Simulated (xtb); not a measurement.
Method: xtb 6.7.1 with GFN2-xTB.

```
xtb start.xyz --ohess tight --gfn 2 --chrg 0 --uhf 0 --iterations 400

# start.xyz
8

C     -1.037141    -0.205058    -0.056052
C      0.367953     0.184072     0.294954
O      0.698641     0.675308     1.365068
S      1.554196    -0.115476    -0.960608
H     -1.092961    -1.277868    -0.259961
H     -1.695504     0.020822     0.788122
H     -1.381577     0.363488    -0.924232
H      2.586393     0.354712    -0.247292
```

Output:

```
[...]
         8        2.0000           -0.4979472             -13.5498
         9        2.0000           -0.4955092             -13.4835
        10        2.0000           -0.4904909             -13.3469
        11        2.0000           -0.4229710             -11.5096
        12        2.0000           -0.4112563             -11.1909 (HOMO)
        13                         -0.2680219              -7.2932 (LUMO)
        14                         -0.2194185              -5.9707
        15                         -0.1340084              -3.6466
        16                         -0.0326635              -0.8888
        17                         -0.0303754              -0.8266
       ...                                ...                  ...
        25                          0.6542749              17.8037
      -------------------------------------------------------------
                  HL-Gap            0.1432344 Eh            3.8976 eV
             Fermi-level           -0.3396391 Eh           -9.2421 eV


         :::::::::::::::::::::::::::::::::::::::::::::::::::::
         ::                     SUMMARY                     ::
         :::::::::::::::::::::::::::::::::::::::::::::::::::::
         :: total energy             -13.625473044023 Eh    ::
         :: gradient norm              0.000045993724 Eh/a0 ::
         :: HOMO-LUMO gap              3.897605370507 eV    ::
         ::.................................................::
         :: SCC energy               -13.753458437998 Eh    ::
         :: -> isotropic ES            0.027698332627 Eh    ::
         :: -> anisotropic ES          0.000999810429 Eh    ::
         :: -> anisotropic XC          0.004128332158 Eh    ::
         :: -> dispersion             -0.003859482085 Eh    ::
         :: repulsion energy           0.127985393974 Eh    ::
         :: add. restraining           0.000000000000 Eh    ::
         :: total charge              -0.000000000000 e     ::
         :::::::::::::::::::::::::::::::::::::::::::::::::::::

           -------------------------------------------------
          |                Numerical Hessian                |
           -------------------------------------------------
step length          :   0.00500
SCC accuracy         :   0.30000
Hessian scale factor :   1.00000
frozen atoms in %    :   0.00000    0
RMS gradient         :   0.00005
estimated CPU  time      0.00 min
estimated wall time      0.00 min

writing file <hessian>.

 projected vibrational frequencies (cm⁻¹)
eigval :       -0.00    -0.00    -0.00    -0.00     0.00     0.00
eigval :       49.98   310.37   352.07   444.08   495.83   635.44
eigval :      813.19   986.71   991.62  1095.90  1368.71  1439.08
eigval :     1439.63  1789.77  2451.60  3023.56  3031.74  3050.55
           -------------------------------------------------
          |                Property Printout                |
           -------------------------------------------------

    * Orbital Energies and Occupations

         #    Occupation            Energy/Eh            Energy/eV
      -------------------------------------------------------------
         1        2.0000           -0.7439250             -20.2432
         2        2.0000           -0.7333845             -19.9564
         3        2.0000           -0.6541099             -17.7992
         4        2.0000           -0.5980189             -16.2729
         5        2.0000           -0.5653410             -15.3837
         6        2.0000           -0.5647641             -15.3680
         7        2.0000           -0.5428404             -14.7714
         8        2.0000           -0.4979472             -13.5498
         9        2.0000           -0.4955092             -13.4835
        10        2.0000           -0.4904909             -13.3469
        11        2.0000           -0.4229711             -11.5096
        12        2.0000           -0.4112563             -11.1909 (HOMO)
        13                         -0.2680221              -7.2933 (LUMO)
        14                         -0.2194186              -5.9707
        15                         -0.1340085              -3.6466
        16                         -0.0326636              -0.8888
        17                         -0.0303754              -0.8266
        18                          0.0073116               0.1990
        19                          0.1365264               3.7151
        20                          0.1514653               4.1216
        21                          0.1865162               5.0754
        22                          0.2008992               5.4667
        23                          0.2513246               6.8389
       ...                                ...                  ...
        25                          0.6542747              17.8037
      -------------------------------------------------------------
                  HL-Gap            0.1432342 Eh            3.8976 eV
             Fermi-level           -0.3396392 Eh           -9.2421 eV

     #   Z          covCN         q      C6AA      α(0)
     1   6 C        3.800    -0.135    23.101     6.843
     2   6 C        2.804     0.275    22.351     7.745
     3   8 O        0.877    -0.345    20.599     6.086
     4  16 S        1.962    -0.226   150.709    20.662
     5   1 H        0.925     0.082     1.954     2.186
     6   1 H        0.925     0.077     2.011     2.218
     7   1 H        0.925     0.082     1.954     2.186
     8   1 H        0.923     0.189     1.157     1.682

 Mol. C6AA /au·bohr⁶  :        993.501554
 Mol. C8AA /au·bohr⁸  :      30749.341450
 Mol. α(0) /au        :         49.607741

Wiberg/Mayer (AO) data.
largest (>0.10) Wiberg bond orders for each atom

 ---------------------------------------------------------------------------
     #   Z sym  total        # sym  WBO       # sym  WBO       # sym  WBO
 ---------------------------------------------------------------------------
     1   6 C    3.991 --     2 C    1.017     6 H    0.977     5 H    0.958
                             7 H    0.958
     2   6 C    3.931 --     3 O    1.847     4 S    1.042     1 C    1.017
     3   8 O    2.148 --     2 C    1.847     4 S    0.206
     4  16 S    2.251 --     2 C    1.042     8 H    0.955     3 O    0.206
     5   1 H    0.993 --     1 C    0.958
     6   1 H    0.994 --     1 C    0.977
     7   1 H    0.993 --     1 C    0.958
     8   1 H    0.964 --     4 S    0.955
 ---------------------------------------------------------------------------

Topologies differ in total number of bonds
Writing topology from bond orders to xtbtopo.mol

molecular dipole:
                 x           y           z       tot (Debye)
 q only:       -0.367      -0.258      -0.478
   full:       -0.397      -0.213      -0.355       1.458
molecular quadrupole (traceless):
                xx          xy          yy          xz          yz          zz
 q only:        4.509       0.547      -0.385      -0.487      -1.866      -4.124
  q+dip:        5.294       0.899       0.414       0.522      -2.776      -5.708
   full:        5.492       0.869       0.430       0.394      -2.918      -5.923

           -------------------------------------------------
          |                Geometry Summary                 |
           -------------------------------------------------

      molecular mass/u    :       76.1174271
   center of mass at/Å    :        0.6625359       0.0856480      -0.0762280
  moments of inertia/u·Å² :        0.5125502E+02   0.9980020E+02   0.1479338E+03
rotational constants/cm⁻¹ :        0.3288972E+00   0.1689138E+00   0.1139539E+00

 * 5 selected distances

     #   Z          #   Z                                           value/Å
     2   6 C        3   8 O                                       1.1948395
     1   6 C        5   1 H                                       1.0883758
     1   6 C        6   1 H                                       1.0871398 (min)
     1   6 C        7   1 H                                       1.0883758
     4  16 S        8   1 H                                       1.3302908 (max)
Molecule has the following symmetry elements: (sigma)
It seems to be the Cs point group

 * 3 distinct bonds (by element types)

   Z      Z             #   av. dist./Å        max./Å        min./Å
   1 H    6 C           3     1.0879638     1.0883758     1.0871398
   6 C    8 O           1     1.1948395     1.1948395     1.1948395
   1 H   16 S           1     1.3302908     1.3302908     1.3302908

           -------------------------------------------------
          |               Frequency Printout                |
           -------------------------------------------------
 projected vibrational frequencies (cm⁻¹)
eigval :       -0.00    -0.00    -0.00    -0.00     0.00     0.00
eigval :       49.98   310.37   352.07   444.08   495.83   635.44
eigval :      813.19   986.71   991.62  1095.90  1368.71  1439.08
eigval :     1439.63  1789.77  2451.60  3023.56  3031.74  3050.55
 reduced masses (amu)
   1: 21.51   2: 21.69   3: 13.31   4: 18.04   5: 29.13   6: 10.42   7:  1.93   8: 13.87
   9:  2.09  10: 19.11  11: 10.39  12: 14.86  13:  3.86  14:  8.29  15:  5.09  16:  7.79
  17:  3.19  18:  1.67  19:  1.58  20: 13.43  21:  1.95  22:  1.95  23:  1.38  24:  1.84
 IR intensities (km·mol⁻¹)
   1:  0.09   2:  0.24   3:  0.28   4:  0.72   5:  0.11   6:  0.90   7:  2.19   8:  6.27
   9: 42.11  10: 10.17  11: 12.49  12: 86.13  13: 16.78  14: 36.96  15: 18.61  16:195.68
  17: 39.89  18: 11.12  19: 15.28  20:434.03  21: 75.13  22:  1.83  23:  5.96  24:  6.87
 Raman intensities (Ä⁴*amu⁻¹)
   1:  0.00   2:  0.00   3:  0.00   4:  0.00   5:  0.00   6:  0.00   7:  0.00   8:  0.00
   9:  0.00  10:  0.00  11:  0.00  12:  0.00  13:  0.00  14:  0.00  15:  0.00  16:  0.00
  17:  0.00  18:  0.00  19:  0.00  20:  0.00  21:  0.00  22:  0.00  23:  0.00  24:  0.00
 output can be read by thermo (or use thermo option).
 writing <g98.out> molden fake output.
 recommended (thermochemical) frequency scaling factor: 1.0
           -------------------------------------------------
          |             Thermodynamic Functions             |
           -------------------------------------------------

cs  symmetry found (for desy threshold:  0.10E+00) used in thermo

          ...................................................
          :                      SETUP                      :
          :.................................................:
          :  # frequencies                          18      :
          :  # imaginary freq.                       0      :
          :  linear?                             false      :
          :  only rotor calc.                    false      :
          :  symmetry                               cs      :
          :  rotational number                       1      :
          :  scaling factor                  1.0000000      :
          :  rotor cutoff                   50.0000000 cm⁻¹ :
          :  imag. cutoff                  -20.0000000 cm⁻¹ :
          :.................................................:

    mode    ω/cm⁻¹     T·S(HO)/kcal·mol⁻¹    T·S(FR)/kcal·mol⁻¹   T·S(vib)
   ------------------------------------------------------------------------
       1     49.98    -1.43648 ( 49.97%)    -1.05564 ( 50.03%)    -1.24594
   ------------------------------------------------------------------------

   temp. (K)  partition function   enthalpy   heat capacity  entropy
                                   cal/mol     cal/K/mol   cal/K/mol   J/K/mol
 298.15  VIB   10.1                 1530.108     10.323      9.082
         ROT  0.665E+05              888.752      2.981     25.048
         INT  0.669E+06             2418.860     13.304     34.130
         TR   0.643E+27             1481.254      4.968     38.887
         TOT                        3900.1139    18.2725    73.0172   305.5040

       T/K    H(0)-H(T)+PV         H(T)/Eh          T*S/Eh         G(T)/Eh
   ------------------------------------------------------------------------
    298.15    0.621523E-02    0.603669E-01    0.346928E-01    0.256740E-01
   ------------------------------------------------------------------------

         :::::::::::::::::::::::::::::::::::::::::::::::::::::
         ::                  THERMODYNAMIC                  ::
         :::::::::::::::::::::::::::::::::::::::::::::::::::::
         :: total free energy         -13.599799013633 Eh   ::
         ::.................................................::
         :: total energy              -13.625473044025 Eh   ::
         :: zero point energy           0.054151638288 Eh   ::
         :: G(RRHO) w/o ZPVE           -0.028477607896 Eh   ::
         :: G(RRHO) contrib.            0.025674030392 Eh   ::
         :::::::::::::::::::::::::::::::::::::::::::::::::::::

optimized geometry written to: xtbopt.xyz

           -------------------------------------------------
          | TOTAL ENERGY              -13.625473044025 Eh   |
          | TOTAL ENTHALPY            -13.565106178632 Eh   |
          | TOTAL FREE ENERGY         -13.599799013633 Eh   |
          | GRADIENT NORM               0.000045975763 Eh/α |
          | HOMO-LUMO GAP               3.897601229495 eV   |
           -------------------------------------------------

------------------------------------------------------------------------
```

Cost: roughly 0.25 core-seconds.
